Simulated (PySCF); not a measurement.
**Atomic charges against the basis set**

CHBF2S.
SMILES with atom numbers: `[F:1][B:2]([F:3])[CH:4]=[S:5]` (hydrogens: H6 on C4)

PBE0 throughout (PySCF), one geometry, spherical d and f functions. Geometry: PBE0-D3(BJ)/def2-SVP; no solvent, vibrations or thermal averaging. Atoms taken as equivalent share a column and are averaged.

Mulliken charges (e):

```json
{"basis": "STO-3G", "functions": "30", "F1/F3": "-0.118", "B2": "+0.354", "C4": "-0.294", "S5": "+0.107", "H6": "+0.068"}
{"basis": "6-31G", "functions": "51", "F1/F3": "-0.276", "B2": "+0.791", "C4": "-0.635", "S5": "+0.166", "H6": "+0.231"}
{"basis": "pcSseg-0", "functions": "51", "F1/F3": "-0.301", "B2": "+1.022", "C4": "-0.944", "S5": "+0.227", "H6": "+0.297"}
{"basis": "6-31G*", "functions": "76", "F1/F3": "-0.239", "B2": "+0.692", "C4": "-0.461", "S5": "+0.023", "H6": "+0.223"}
{"basis": "cc-pVDZ", "functions": "79", "F1/F3": "-0.074", "B2": "+0.277", "C4": "-0.180", "S5": "-0.032", "H6": "+0.084"}
{"basis": "def2-SVP", "functions": "79", "F1/F3": "-0.087", "B2": "+0.277", "C4": "-0.197", "S5": "-0.018", "H6": "+0.112"}
{"basis": "aug-cc-pVDZ", "functions": "128", "F1/F3": "-0.374", "B2": "+1.034", "C4": "+0.002", "S5": "-0.012", "H6": "-0.275"}
{"basis": "6-311+G(2d,p)", "functions": "149", "F1/F3": "-0.289", "B2": "+0.767", "C4": "-0.333", "S5": "-0.013", "H6": "+0.156"}
{"basis": "def2-TZVP", "functions": "167", "F1/F3": "-0.216", "B2": "+0.540", "C4": "-0.190", "S5": "-0.073", "H6": "+0.154"}
{"basis": "cc-pVTZ", "functions": "168", "F1/F3": "-0.163", "B2": "+0.388", "C4": "-0.153", "S5": "-0.051", "H6": "+0.143"}
{"basis": "IGLO-III", "functions": "194", "F1/F3": "-0.334", "B2": "+0.833", "C4": "-0.451", "S5": "+0.155", "H6": "+0.131"}
```

IAO charges (e):

```tsv
basis	functions	F1/F3	B2	C4	S5	H6
STO-3G	30	-0.156	+0.430	-0.407	+0.173	+0.116
6-31G	51	-0.285	+0.687	-0.372	+0.075	+0.179
pcSseg-0	51	-0.274	+0.667	-0.382	+0.088	+0.174
6-31G*	76	-0.298	+0.732	-0.378	+0.074	+0.167
cc-pVDZ	79	-0.294	+0.715	-0.378	+0.085	+0.166
def2-SVP	79	-0.293	+0.712	-0.380	+0.094	+0.160
aug-cc-pVDZ	128	-0.302	+0.729	-0.379	+0.083	+0.172
6-311+G(2d,p)	149	-0.305	+0.736	-0.391	+0.093	+0.172
def2-TZVP	167	-0.308	+0.744	-0.395	+0.096	+0.171
cc-pVTZ	168	-0.306	+0.742	-0.391	+0.091	+0.171
IGLO-III	194	-0.307	+0.741	-0.396	+0.099	+0.171
```

Hirshfeld charges (e):

| basis | functions | F1/F3 | B2 | C4 | S5 | H6 |
| --- | --- | --- | --- | --- | --- | --- |
| STO-3G | 30 | -0.058 | +0.193 | -0.081 | -0.005 | +0.010 |
| 6-31G | 51 | -0.120 | +0.291 | -0.071 | -0.037 | +0.058 |
| pcSseg-0 | 51 | -0.123 | +0.289 | -0.082 | -0.009 | +0.048 |
| 6-31G* | 76 | -0.116 | +0.294 | -0.061 | -0.060 | +0.058 |
| cc-pVDZ | 79 | -0.113 | +0.280 | -0.079 | -0.028 | +0.054 |
| def2-SVP | 79 | -0.121 | +0.291 | -0.084 | -0.017 | +0.051 |
| aug-cc-pVDZ | 128 | -0.129 | +0.308 | -0.090 | -0.016 | +0.057 |
| 6-311+G(2d,p) | 149 | -0.135 | +0.318 | -0.090 | -0.014 | +0.057 |
| def2-TZVP | 167 | -0.132 | +0.313 | -0.087 | -0.018 | +0.056 |
| cc-pVTZ | 168 | -0.129 | +0.310 | -0.086 | -0.023 | +0.056 |
| IGLO-III | 194 | -0.135 | +0.313 | -0.091 | -0.005 | +0.053 |

Some averages cover members that differ in this geometry, most widely: F1/F3, Mulliken in aug-cc-pVDZ -0.403 to -0.346; F1/F3, Mulliken in 6-311+G(2d,p) -0.310 to -0.267 e.

**Question.** Which scheme is steadiest as the basis changes?

**Answer.** Largest range over the bases for any column: Hirshfeld 0.12 e, IAO 0.31 e, Mulliken 0.95 e. Hirshfeld charges move least and Mulliken charges most, counted in e. Without the minimal STO-3G basis the ranges are Hirshfeld 0.05, IAO 0.08, Mulliken 0.95 e.

**Question.** How much do the charges still move between the two largest bases, cc-pVTZ and IGLO-III?

**Answer.** At most, over all atoms: Mulliken 0.446 e, IAO 0.008 e, Hirshfeld 0.017 e.

**Question.** What do the same runs give for the total energy, the frontier levels and the dipole moment?

**Answer.** 
| basis | energy (Eh) | HOMO (eV) | LUMO (eV) | μ (D) |
| --- | --- | --- | --- | --- |
| STO-3G | -653.0682 | -3.00 | 0.54 | 0.53 |
| 6-31G | -661.0019 | -7.05 | -3.65 | 1.40 |
| pcSseg-0 | -660.0620 | -7.16 | -3.78 | 1.37 |
| 6-31G* | -661.0901 | -6.82 | -3.38 | 1.21 |
| cc-pVDZ | -661.1290 | -6.83 | -3.44 | 1.15 |
| def2-SVP | -660.7917 | -6.84 | -3.46 | 1.16 |
| aug-cc-pVDZ | -661.1477 | -7.02 | -3.64 | 1.19 |
| 6-311+G(2d,p) | -661.2131 | -7.03 | -3.66 | 1.18 |
| def2-TZVP | -661.2423 | -6.99 | -3.60 | 1.18 |
| cc-pVTZ | -661.2336 | -6.98 | -3.57 | 1.18 |
| IGLO-III | -661.2440 | -6.95 | -3.55 | 1.11 |

The dipole is fixed by the density alone, so its range of 0.87 D shows that the density itself changes with the basis, not only its division among atoms.
